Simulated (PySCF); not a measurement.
Nonlinear optical response: 3-ethynylphenol (SMILES Oc1cccc(C#C)c1)

Geometry (Å), atoms numbered from 1 in this order:
```xyz
15

C     3.4848   -0.8943    0.0468
C     2.3358   -0.5050    0.0375
C     0.9824   -0.0449    0.0267
C     0.6956    1.3254   -0.0682
C    -0.6308    1.7495   -0.0767
C    -1.6753    0.8357    0.0073
C    -1.3952   -0.5324    0.1019
O    -2.4392   -1.3820    0.1810
C    -0.0706   -0.9699    0.1116
H     4.5029   -1.2370    0.0550
H     1.5146    2.0426   -0.1341
H    -0.8566    2.8159   -0.1504
H    -2.7183    1.1571    0.0015
H    -2.1118   -2.2857    0.2413
H     0.1580   -2.0366    0.1854
```

Method used: quadratic response CAM-B3LYP/aug-cc-pVDZ first hyperpolarisability, Taylor convention, gas phase in PySCF 2.14.0. Geometry: PBE0-D3(BJ)/def2-SVP.

Question: Give β for the processes computed.

Answer: In 10⁻³⁰ esu, Taylor convention; the vector part is βᵢ = ⅓ Σⱼ (βᵢⱼⱼ + βⱼᵢⱼ + βⱼⱼᵢ); β∥ is 3/5 of the vector part along the dipole, the dipole points from − to +:
| process | λ (nm) | β vector norm | β∥ | β HRS | depolarisation ratio |
| --- | --- | --- | --- | --- | --- |
| static β(0;0,0) | ∞ | 2.56 | 0.15 | 0.97 | 7.04 |
| second harmonic β(−2ω;ω,ω) | 1907 | 2.68 | 0.15 | 1.02 | 7.15 |
| Pockels β(−ω;ω,0) | 1907 | 2.60 | 0.15 | – | – |
| second harmonic β(−2ω;ω,ω) | 1064 | 2.99 | 0.15 | 1.14 | 7.43 |
| Pockels β(−ω;ω,0) | 1064 | 2.69 | 0.15 | – | – |

Question: Which lowest excitations, dipole and polarisabilities go with it?

Answer: S1 4.78 eV (f = 0.094); S2 5.26 eV (f = 0.177); S3 5.60 eV (f = 0.000); dipole 0.78 D; isotropic α 101.6 au static, 102.1 au at 1907 nm, 103.2 au at 1064 nm, 103.7 au at 953.5 nm, 108.9 au at 532 nm.
